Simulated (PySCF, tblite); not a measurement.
Isomers of C7H6N4, one GFN2-xTB conformer each. Single-point energies are computed at PBE0/pcSseg-1 (PySCF, gas phase, no added dispersion term), electronic only.

Question: Rank them by PBE0/pcSseg-1 energy, lowest first (kcal/mol).
A. `[N:1]#[C:2][c:3]1[n:4][cH:5][c:6]([CH:7]2[CH2:8][CH2:9]2)[n:10][n:11]1` with C5–C6–C7–C8 -146°
B. `[N:1]#[C:2][c:3]1[cH:4][c:5]([CH:6]2[CH2:7][CH2:8]2)[n:9][n:10][n:11]1` with C4–C5–C6–C7 -146°
C. `[CH:1]#[C:2][c:3]1[n:4][n:5]([CH2:6][CH3:7])[n:8][c:9]1[C:10]#[N:11]` with N4–N5–C6–C7 88°

Answer: A (0.0), C (12.0), B (15.5).

GFN2-xTB itself gives, in the same order: 0.0, 7.0, 12.0. Both levels put the same isomer lowest; measured from each level's own lowest isomer, the values differ by up to 5.0 kcal/mol (C#Cc1nn(CC)nc1C#N: 7.0 against 12.0).

Q: Which frontier levels, dipoles and rotational constants go with these structures?

A: 
```csv
SMILES,"HOMO (eV, PBE0/pcSseg-1)",LUMO (eV),dipole (D),"A, B, C (MHz)"
N#Cc1ncc(C2CC2)nn1,-7.43,-2.64,6.88,"4192, 609.9, 555.4"
C#Cc1nn(CC)nc1C#N,-7.68,-1.44,4.79,"1845, 804.9, 591.4"
N#Cc1cc(C2CC2)nnn1,-7.57,-2.88,6.13,"3166, 658.6, 569.2"
```

Q: What happens when harmonic zero-point energies from GFN2-xTB frequencies are added?

A: 
| SMILES | ZPE (kcal/mol) | electronic (kcal/mol) | with ZPE (kcal/mol) |
| --- | --- | --- | --- |
| N#Cc1ncc(C2CC2)nn1 | 76.1 | 0.0 | 0.0 |
| C#Cc1nn(CC)nc1C#N | 75.5 | 12.0 | 11.4 |
| N#Cc1cc(C2CC2)nnn1 | 75.9 | 15.5 | 15.3 |

The zero-point energies span 0.6 kcal/mol. The order is unchanged.
